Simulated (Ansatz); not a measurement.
The cluster CdSe₂⁻. Charge -1, multiplicity 2. Geometry PBE0-D4/def2-TZVPD; atoms count from 1.

| atom | x (Å) | y (Å) | z (Å) |
| --- | --- | --- | --- |
| Cd1 | 0.000 | 0.000 | 0.000 |
| Se2 | -1.900 | -0.287 | -1.462 |
| Se3 | 1.900 | 0.287 | 1.462 |

In the def2 sets Cd takes a core potential; there is no spin–orbit coupling. The structure comes from a short search, and lower isomers may exist.

(1) Estimate the Mulliken populations from the PBE0/def2-TZVPD orbitals of Ansatz.

(2) Where does the spin sit?

(3) And the Mayer bond orders between bonded heavy atoms (over 0.3)?

Results:

(1) 
| atom | charge (e) | spin (α − β) | d electrons |
| --- | --- | --- | --- |
| Cd1 | 0.40 | -0.12 | 9.96 |
| Se2 | -0.70 | 0.56 | – |
| Se3 | -0.70 | 0.56 | – |
Mulliken values and Mayer orders depend strongly on the basis. With diffuse functions, as here, like atoms can get unlike values, and bond orders can come out too low or too high.

(2) Summed by element: Cd -0.12, Se 1.12, of 1 unpaired in all. Largest on single atoms: Se2 0.56, Se3 0.56, Cd1 -0.12.

(3) Cd1–Se2 1.08 (2.41 Å); Cd1–Se3 1.08 (2.41 Å). Values over 0.3 also appear between atoms too far apart for a bond (Se2–Se3 0.46 at 4.83 Å); they arise where an orbital or an unpaired electron spreads over both atoms.
